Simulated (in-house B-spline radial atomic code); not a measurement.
# Ionising Al3+ with different functionals

Computed with an all-electron radial atomic-structure program (B-spline basis): non-relativistic Hamiltonian, point nucleus, spin-polarised at highest spin, spherical fractional occupations for the functionals, the average over the highest-spin determinants for Hartree-Fock. The ionisation energy is the difference of two self-consistent energies, [He] 2s2 2p6 → [He] 2s2 2p5, without Breit or QED terms; ε is the level of the shell that loses the electron (its least bound occupied spin orbital).

Hybrids are left out here: with spherical fractional occupations of an open shell their exact exchange keeps a self-interaction that integer-occupation calculations don't have.

```
           method          rung  ΔSCF (eV)  -ε(2p) (eV)
     Hartree-Fock  Hartree-Fock     118.54       121.70
         LDA VWN5           LDA     120.43       104.23
         LDA PW92           LDA     120.42       104.22
LDA exchange-only           LDA     118.22       102.16
              PBE           GGA          ?            ?
           PBEsol           GGA     120.15       103.97
             BLYP           GGA     120.37       104.18
             RPBE           GGA     120.26       104.07
             PW91           GGA     120.54       104.33
             BP86           GGA     120.46       104.24
             AM05           GGA     120.11       103.94
             OLYP           GGA     120.67       104.58
             TPSS      meta-GGA          ?            ?
             SCAN      meta-GGA     121.68       105.81
           r2SCAN      meta-GGA     121.61       105.74
            M06-L      meta-GGA     121.54       105.75
          revTPSS      meta-GGA     120.47       104.37
```

(1) What does PBE give?

(2) What does TPSS give?

(3) How do they compare with the NIST value?

Answers

(1) ΔSCF 120.33 eV, and -ε(2p) = 104.13 eV.

(2) ΔSCF 120.68 eV, and -ε(2p) = 104.55 eV.

(3) NIST lists 119.992 eV ± 0.0019 (measured, ground level to ground level). Errors run from -1.77 to +1.69 eV; AM05 is closest (+0.12 eV), but part of that can be cancellation, since the calculations leave out relativity, Breit-QED terms, multiplet and fine-structure energies. Hartree-Fock also lacks correlation.
